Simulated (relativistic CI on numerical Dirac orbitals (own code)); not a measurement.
# Transition arrays of Sn²⁷⁺

These numbers are calculated, not measured: Dirac-Coulomb-Breit CI, separate exchange-only KLI orbitals for each configuration, model QED (radiative potential, 1s self-energy scaled to tabulated hydrogen-like ionisation energies), valence Slater integrals scaled by 0.9, whole transition arrays (own radial code, finite nucleus).

CI space (outside the closed core [Ne] 3s2): 3p6 3d5, 3p6 3d4 4f, 3p5 3d6, 3p6 3d4 4p, 3p6 3d4 5f. Levels of other configurations are missing.

All E1 lines from the levels of 3p6 3d5; mean and standard deviation are weighted by gf, and upper levels are sorted by their leading configuration.

```csv
Upper configuration,Lines,Σgf,Mean (eV),Mean (nm),σ (eV),Strongest line (nm)
3p6 3d4 4f,5470,971.7,821.99,1.508,8.12,1.495
3p5 3d6,3245,215.1,233.93,5.300,22.75,4.806
3p6 3d4 4p,3245,49.3,661.51,1.874,7.63,1.872
3p6 3d4 5f,5470,291.1,1068.96,1.160,8.75,1.153
```

Σgf per state of the lower configuration in bins of 0.2 nm over the central range (centre: value): 1.1: 1.15, 1.5: 3.86, 1.9: 0.20, 4.7: 0.12, 4.9: 0.20, 5.1: 0.12, 5.3: 0.06, 5.5: 0.06, 5.7: 0.06, 5.9: 0.11.

(1) How do configuration mixing and the scaling of the Slater integrals move the arrays?

## Answers

(1) Slater scale 0.9, no configuration mixing: 3p6 3d4 4f 822.1 ± 8.2 eV (Σgf 972.9), 3p5 3d6 234.3 ± 22.8 eV (Σgf 228.0), 3p6 3d4 4p 661.7 ± 7.6 eV (Σgf 46.4), 3p6 3d4 5f 1068.6 ± 8.7 eV (Σgf 236.7); Slater scale 1: 3p6 3d4 4f 823.2 ± 8.7 eV (Σgf 976.5), 3p5 3d6 236.0 ± 23.6 eV (Σgf 215.5), 3p6 3d4 4p 661.6 ± 8.3 eV (Σgf 49.6), 3p6 3d4 5f 1069.5 ± 9.4 eV (Σgf 292.8); Slater scale 0.8: 3p6 3d4 4f 820.7 ± 7.5 eV (Σgf 966.9), 3p5 3d6 231.8 ± 21.9 eV (Σgf 214.7), 3p6 3d4 4p 661.4 ± 7.0 eV (Σgf 48.9), 3p6 3d4 5f 1068.5 ± 8.1 eV (Σgf 289.4). With mixing, levels are counted to their leading configuration, so an array can shrink or vanish into another, and the sums then hold other lines.
